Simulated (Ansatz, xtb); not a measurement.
C4H10AlNO: 3 structures ranked

3 gas-phase structures of C4H10AlNO, from a drawn sample of its isomers (lower ones may exist). Each was relaxed with GFN2-xTB; where two conformers were screened, the lower at r2SCAN-D4/def2-SVP is listed:

A. `C=C[N](C)[AlH][O]C`, a singlet
B. `C[C@@H]1C=[CH][Al@H-]([NH3+])[O]1`, a singlet
C. `C=[CH][Al]([NH]C)[O]C`, a singlet

Which do you expect lowest at r2SCAN-D4/def2-SVP, and how would the others follow?

Calculated order at r2SCAN-D4/def2-SVP: B (0.0), C (43.1), A (52.8) kJ/mol.

Energies above the lowest of each column, in kJ/mol; the last columns are at B3LYP-D3(BJ)/def2-SVP geometries:

```csv
structure,GFN2-xTB,HF/STO-3G,r2SCAN-D4/def2-SVP,B3LYP-D3(BJ)/def2-SVP,CCSD(T)/def2-SVP + ΔMP2/def2-TZVPP
B,106.1,0.0,0.0,0.0,0.0
C,114.7,65.9,43.1,38.3,36.1
A,0.0,86.5,52.8,44.6,59.8
```

CCSD(T)/def2-SVP + ΔMP2/def2-TZVPP puts B lowest; GFN2-xTB picks A. Flexible structures stand in one conformer each, not always the lowest. C keeps a small imaginary mode. A keeps a small imaginary mode. The ΔMP2 step shifts differences by up to 14.6 kJ/mol, which makes them less sure. ΔMP2 is the change of the MP2 energy from the smaller to the larger basis.

Programs: Ansatz 0.2.0, xtb 6.7.1.
